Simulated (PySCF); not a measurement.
HClO (SMILES OCl), singlet, geometry from GFN2-xTB; CCSD(T)/aug-cc-pVDZ (PySCF).

The PySCF input:
```python
from pyscf import gto, scf, cc

mol = gto.M(
    atom='''
O    -0.008741    1.098296    0.016436
H    -0.944582    1.335065    0.004393
Cl    0.059677   -0.595379   -0.007993
''',
    basis='aug-cc-pvdz',
    charge=0,
    spin=0,
    verbose=4,
)

mf = scf.RHF(mol)
mf.kernel()

mycc = cc.CCSD(mf, frozen=6)
mycc.kernel()
et = mycc.ccsd_t()
print('E(CCSD(T)) = %.10f' % (mycc.e_tot + et))
```

What the program printed (banner, timings and long lists left out):

```
PySCF version 2.14.0

[INPUT] verbose = 4
[INPUT] num. atoms = 3
[INPUT] num. electrons = 26
[INPUT] charge = 0
[INPUT] spin (= nelec alpha-beta = 2S) = 0
[INPUT] symmetry False subgroup None
[INPUT] Mole.unit = angstrom
[INPUT] Symbol           X                Y                Z      unit          X                Y                Z       unit  Magmom
[INPUT]  1 O     -0.008741000000   1.098296000000   0.016436000000 AA   -0.016518096055   2.075478643705   0.031059538583 Bohr   0.0
[INPUT]  2 H     -0.944582000000   1.335065000000   0.004393000000 AA   -1.785001282194   2.522907208492   0.008301566865 Bohr   0.0
[INPUT]  3 Cl     0.059677000000  -0.595379000000  -0.007993000000 AA    0.112773185936  -1.125103250317  -0.015104580914 Bohr   0.0

nuclear repulsion = 50.9724203010458
number of shells = 21
number of NR pGTOs = 96
number of NR cGTOs = 59
basis = aug-cc-pvdz
ecp = {}

******** <class 'pyscf.scf.hf.RHF'> ********
method = RHF
initial guess = minao
damping factor = 0
level_shift factor = 0
DIIS = <class 'pyscf.scf.diis.CDIIS'>
diis_start_cycle = 1
diis_space = 8
diis_damp = 0
SCF conv_tol = 1e-09
SCF conv_tol_grad = None
SCF max_cycles = 50
direct_scf = True
direct_scf_tol = 1e-13
Set gradient conv threshold to 3.16228e-05
Initial guess from minao.
init E= -534.892441281111
  HOMO = -0.346812430201098  LUMO = -0.0952752365888596  gap/eV = 6.84468
cycle= 1 E= -534.864607095971  delta_E= 0.0278  |g|=  0.3  |ddm|= 1.63
  HOMO = -0.453015586540989  LUMO = 0.0262975415514646  gap/eV = 13.04277
cycle= 2 E= -534.885244601907  delta_E= -0.0206  |g|= 0.0798  |ddm|= 0.303
  HOMO = -0.443784864323654  LUMO = 0.0321032796300553  gap/eV = 12.94958
cycle= 3 E= -534.886718861517  delta_E= -0.00147  |g|= 0.0288  |ddm|= 0.0639
  HOMO = -0.444103831861059  LUMO = 0.0331366691421291  gap/eV = 12.98638
cycle= 4 E= -534.886926055234  delta_E= -0.000207  |g|= 0.0109  |ddm|= 0.0237
  HOMO = -0.445302568219485  LUMO = 0.0328884679481449  gap/eV = 13.01224
cycle= 5 E= -534.886966779319  delta_E= -4.07e-05  |g|= 0.00257  |ddm|= 0.0103
  HOMO = -0.445159354889037  LUMO = 0.0329619795570952  gap/eV = 13.01034
cycle= 6 E= -534.886970501576  delta_E= -3.72e-06  |g|= 0.000811  |ddm|= 0.00358
  HOMO = -0.445320583477189  LUMO = 0.0329865626937345  gap/eV = 13.01540
cycle= 7 E= -534.886971036088  delta_E= -5.35e-07  |g|= 0.000281  |ddm|= 0.00168
  HOMO = -0.445293380166823  LUMO = 0.0330001564922684  gap/eV = 13.01503
cycle= 8 E= -534.886971106088  delta_E= -7e-08  |g|= 7.8e-05  |ddm|= 0.000675
  HOMO = -0.445301276601106  LUMO = 0.0330051320343809  gap/eV = 13.01538
cycle= 9 E= -534.886971111339  delta_E= -5.25e-09  |g|= 2.14e-05  |ddm|= 0.000175
  HOMO = -0.445299005669789  LUMO = 0.0330051176860113  gap/eV = 13.01532
cycle= 10 E= -534.886971111939  delta_E= -6e-10  |g|= 8.24e-06  |ddm|= 6.07e-05
  HOMO = -0.445299382606697  LUMO = 0.0330050417849685  gap/eV = 13.01533
Extra cycle  E= -534.886971112009  delta_E= -6.93e-11  |g|= 4.89e-06  |ddm|= 1.51e-05
converged SCF energy = -534.886971112009

******** <class 'pyscf.cc.ccsd.CCSD'> ********
CC2 = 0
CCSD nocc = 7, nmo = 53
frozen orbitals 6
max_cycle = 50
direct = 0
conv_tol = 1e-07
conv_tol_normt = 1e-05
diis_space = 6
diis_start_cycle = 0
diis_start_energy_diff = 1e+09
Init t2, MP2 energy = -535.2434619266  E_corr(MP2) -0.356490814591233
Init E_corr(CCSD) = -0.356490814607877
cycle = 1  E_corr(CCSD) = -0.363021936903923  dE = -0.0065311223  norm(t1,t2) = 0.0476359
cycle = 2  E_corr(CCSD) = -0.372404565579188  dE = -0.00938262868  norm(t1,t2) = 0.0157922
cycle = 3  E_corr(CCSD) = -0.373132508181205  dE = -0.000727942602  norm(t1,t2) = 0.00705214
cycle = 4  E_corr(CCSD) = -0.374479393906145  dE = -0.00134688572  norm(t1,t2) = 0.00296271
cycle = 5  E_corr(CCSD) = -0.374503974951427  dE = -2.45810453e-05  norm(t1,t2) = 0.000741456
cycle = 6  E_corr(CCSD) = -0.374440943170427  dE = 6.3031781e-05  norm(t1,t2) = 0.000313282
cycle = 7  E_corr(CCSD) = -0.374444698986026  dE = -3.7558156e-06  norm(t1,t2) = 0.000128896
cycle = 8  E_corr(CCSD) = -0.374450764978708  dE = -6.06599268e-06  norm(t1,t2) = 5.11234e-05
cycle = 9  E_corr(CCSD) = -0.374449019776234  dE = 1.74520247e-06  norm(t1,t2) = 2.6491e-05
cycle = 10  E_corr(CCSD) = -0.374449153256936  dE = -1.33480702e-07  norm(t1,t2) = 1.3303e-05
cycle = 11  E_corr(CCSD) = -0.374448913389479  dE = 2.39867457e-07  norm(t1,t2) = 4.71841e-06
cycle = 12  E_corr(CCSD) = -0.374448826376676  dE = 8.70128022e-08  norm(t1,t2) = 2.08614e-06
CCSD converged
E(CCSD) = -535.2614199383853  E_corr = -0.3744488263766764
CCSD(T) correction = -0.011492897724145
E(CCSD(T)) = -535.2729128361
```
